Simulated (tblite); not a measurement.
Species: C₅H₈F₃PSi.
Cartesian coordinates in Å at the GFN2-xTB level; atoms count from 1:
```xyz
18
C5H8F3PSi angstrom
F     -2.0711    2.2736   -0.8924
C     -0.8646    1.6883   -0.7978
F     -0.7682    0.8604   -1.8525
F      0.0511    2.6501   -0.9847
P     -0.6594    0.8601    0.9004
C     -1.7606   -0.6032    0.5522
C     -0.9352   -1.6640   -0.1908
C      0.5065   -1.2886   -0.0777
C      0.8267   -0.0934    0.4149
Si     2.5585    0.6159    0.6582
H     -2.0887   -0.9807    1.5243
H     -2.6516   -0.2912    0.0040
H     -1.2026   -1.6986   -1.2508
H     -1.1111   -2.6599    0.2215
H      1.2502   -1.9914   -0.4241
H      3.5095   -0.4370    0.2975
H      2.7235    1.7956   -0.1878
H      2.6783    0.9703    2.0741
```

Level: GFN2-xTB in tblite, geometry and Hessian alike; calculated harmonic values, unscaled, isolated species. Against measured fundamentals such values can be off by several per cent, at times by over 20. Modes of hydrogen on silicon can be 10 to 20 % off. One conformer, not necessarily the lowest.

Harmonic wavenumbers (cm⁻¹): 36.5, 54.8, 78.5, 109.1, 154.4, 157.7, 192.1, 243.3, 266.5, 353.8, 381.0, 428.9, 470.8, 474.3, 529.0, 568.8, 585.8, 644.9, 658.7, 711.3, 760.6, 772.0, 777.2, 784.2, 812.3, 931.8, 943.9, 992.7, 1034.8, 1045.8, 1074.7, 1080.9, 1096.8, 1157.9, 1214.4, 1242.5, 1287.9, 1437.0, 1463.4, 1638.0, 2257.4, 2263.4, 2290.4, 2944.2, 2959.3, 2972.9, 2977.4, 3069.1.

A = 1260, B = 903.2, C = 669.3 MHz; mass 184.008 u (most abundant isotopes); point group C1, symmetry number 1.

Question: Zero-point energy?

Answer: Half the sum of the wavenumbers: 25192 cm⁻¹ = 301.36 kJ/mol.

Question: What is S at 500 K and 1 bar for an ideal gas of classical rigid rotors and harmonic oscillators?

Answer: Translation 184.64, rotation 133.74, vibration 255.87: S = 574.3 J/(mol K).

Question: And Cp and H(500 K) − H(0)?

Answer: Cp = 264.97 J/(mol K), of which vibrations give 231.72 (their classical limit is 48 R = 399.1); H(500 K) − H(0) = 80.40 kJ/mol without the zero-point energy, 63.77 from vibrations.

Question: What must be added to the electronic energy to get the Gibbs energy at 500 K and 1 bar?

Answer: ZPE + [H(500 K) − H(0)] − T·S = 301.36 + 80.40 − 287.13 = 94.63 kJ/mol.

Question: Blend soft modes into free rotors: weight 1/[1 + (100 cm⁻¹/ν̃)⁴] for the oscillator and the rest for a rotor with moment μB/(μ + B), μ = h/(8π²ν), B = 10⁻⁴⁴ kg m². What vibrational entropy results?

Answer: 233.97 J/(mol K) in place of 255.87, which changes −T·S at 500 K by +10.95 kJ/mol.

Question: Which modes carry the vibrational entropy at 500 K?

Answer: 36.5 cm⁻¹: 27.05; 54.8 cm⁻¹: 23.68; 78.5 cm⁻¹: 20.70; 109.1 cm⁻¹: 17.98; 154.4 cm⁻¹: 15.13; 157.7 cm⁻¹: 14.95 J/(mol K); the other 42 give 136.37 together.

Question: How do the functions run with temperature in this model?

Answer: 
```tsv
T (K)	S (J/(mol K))	Cp (J/(mol K))	H − H(0) (kJ/mol)	G − H(0) (kJ/mol)	ln q(vib)
100	313.6	89.9	6.13	-25.22	2.48
200	391.4	140.7	17.65	-60.62	5.83
300	458.0	190.5	34.25	-103.15	9.10
800	713.9	327.4	170.27	-400.85	24.09
1000	789.8	352.5	238.41	-551.42	29.25
```

q(vib) and H(0) count from the zero-point level.

Hindered rotation and anharmonicity are outside this model. Other conformers, if any are populated, would add a mixing term that is left out. The structure is chiral; the term R ln 2 for an equal mix with its mirror image is left out.

Hardware: one thread, x86-64 server (shared host). This covers the Hessian and the dipole derivatives.
